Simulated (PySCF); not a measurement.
Molecule: sum formula SiNH₂Cl₂, net charge 0, doublet state. It need not be the lowest isomer of its formula. 
Geometry from a B3LYP-D3(BJ)/def2-TZVP (Ansatz) optimisation:
SMILES: Cl[Si](Cl)N
```xyz
6

Si     0.1932    -0.3752    -0.4156
Cl    -0.5700    -1.0797     1.3825
Cl    -0.6406     1.4536    -0.9373
N      1.8643    -0.1084    -0.1752
H      2.4300    -0.7919     0.3052
H      2.3954     0.4467    -0.8290
```
Charge 0, spin multiplicity 2.

Dispersion corrections to the total energy (kcal/mol) from the dftd3 and dftd4 libraries through PySCF: D3(BJ) without and D4 with the three-body term, each with the damping fitted for the functional named.

```tsv
functional	D3(BJ)	D4
PBE0	-3.62	-3.52
BP86	-7.29	?
B3LYP	?	-6.84
revPBE	-9.50	-11.25
CAM-B3LYP	-3.59	-3.63
LC-wPBE	-4.17	-4.70
TPSS	?	-5.60
```

Q: Some entries are withheld; supply them.

A: 
- BP86, D4: -5.77
- B3LYP, D3(BJ): -7.57
- TPSS, D3(BJ): -5.21
